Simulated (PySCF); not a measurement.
From one molecule to another.

First species: C7H13NSi.
Cartesian coordinates in Å at the PBE0-D3(BJ)/def2-SVP level; atoms count from 1:
```
atom  x, y, z in Å
C1     3.329    1.385    0.664
C2     2.214    1.299    0.197
C3     0.873    1.161   -0.361
C4     0.324   -0.285   -0.309
C5     1.198   -1.226   -1.142
C6     0.240   -0.774    1.139
Si7   -1.422   -0.270   -1.050
N8    -2.391    0.863   -0.118
C9    -3.464    0.595    0.488
H10    4.317    1.477    1.075
H11    0.891    1.516   -1.407
H12    0.184    1.835    0.177
H13    0.802   -2.254   -1.135
H14    2.222   -1.259   -0.735
H15    1.269   -0.897   -2.192
H16   -0.160   -1.799    1.192
H17    1.241   -0.780    1.602
H18   -0.406   -0.125    1.751
H19   -1.386    0.232   -2.457
H20   -1.996   -1.660   -1.025
H21   -3.989    1.373    1.076
H22   -3.957   -0.402    0.485
```

Second species: C7H13NSi.
SMILES with atom numbers: `[CH2:1]=[C:2]([CH3:3])/[CH:4]=[N:5]/[SiH2:6][C:7](=[CH2:8])[CH3:9]` (hydrogens: H10, H11 on C1; H12, H13, H14 on C3; H15 on C4; H16, H17 on Si6; H18, H19 on C8; H20, H21, H22 on C9)

Levels: PBE0/def2-SVPD for dipole moment, HOMO energy, LUMO energy, HOMO–LUMO gap, static isotropic polarisability and electronic spatial extent ⟨r²⟩ about the centre of nuclear charge; TDDFT PBE0/def2-SVPD for lowest singlet excitation; TDA PBE0/def2-SVPD for lowest triplet excitation (Tamm–Dancoff); PBE0-D3(BJ)/def2-SVP for rotational constant A and rotational constant C. Geometries: PBE0-D3(BJ)/def2-SVP. All species are isolated and taken at one optimised geometry, non-relativistic unless stated; the electronic structure was computed with PySCF and density fitting.

The conformers computed, where there is a choice (atom-mapped SMILES and torsion angles):
- `[CH:1]#[C:2][CH2:3][C:4]([CH3:5])([CH3:6])[SiH2:7][N:8]=[CH2:9]`: C2–C3–C4–C5 -62°, C3–C4–Si7–N8 -58°, C4–Si7–N8–C9 -123°
- `[CH2:1]=[C:2]([CH3:3])/[CH:4]=[N:5]/[SiH2:6][C:7](=[CH2:8])[CH3:9]`: C1–C2–C4–N5 180°, C4–N5–Si6–C7 -126°, N5–Si6–C7–C8 -2°

Values for the first species:

```
Dipole moment                                                     : 1.61 D
HOMO energy                                                       : -7.18 eV
LUMO energy                                                       : -1.05 eV
HOMO–LUMO gap                                                     : 6.13 eV
Lowest singlet excitation                                         : 4.06 eV
Lowest triplet excitation (Tamm–Dancoff)                          : 3.41 eV
Static isotropic polarisability                                   : 118.4 au
Electronic spatial extent ⟨r²⟩ about the centre of nuclear charge : 1741 bohr²
Rotational constant A                                             : 2.419 GHz
Rotational constant C                                             : 0.711 GHz
```

**Question.** Estimate the same properties for the second species, and the change in each.

**Answer.** 
```csv
property,first,second,second less first
dipole moment,1.61 D,1.22 D,-0.39 D
HOMO energy,-7.18 eV,-7.10 eV,+0.08 eV
LUMO energy,-1.05 eV,-1.55 eV,-0.50 eV
HOMO–LUMO gap,6.13 eV,5.55 eV,-0.58 eV
lowest singlet excitation,4.06 eV,3.79 eV,-0.27 eV
lowest triplet excitation (Tamm–Dancoff),3.41 eV,3.26 eV,-0.15 eV
static isotropic polarisability,118.4 au,127.6 au,+9.2 au
electronic spatial extent ⟨r²⟩ about the centre of nuclear charge,1741 bohr²,2240 bohr²,+499 bohr²
rotational constant A,2.419 GHz,3.329 GHz,+0.910 GHz
rotational constant C,0.711 GHz,0.522 GHz,-0.189 GHz
```

On the first: In wavenumbers S1 is 32800 cm⁻¹ (1 eV = 8065.54 cm⁻¹). No computed singlet falls in the visible range (750 to 380 nm, 1.65 to 3.26 eV); S1 lies 0.80 eV above its blue end.

On the second: The polarisability is 18.90 Å³ as a volume (1 au = 0.148185 Å³), or 1.68 au for each of the 76 electrons. S1 lies 1.76 eV below the HOMO–LUMO gap; its leading configuration is HOMO→LUMO, weight 0.97.
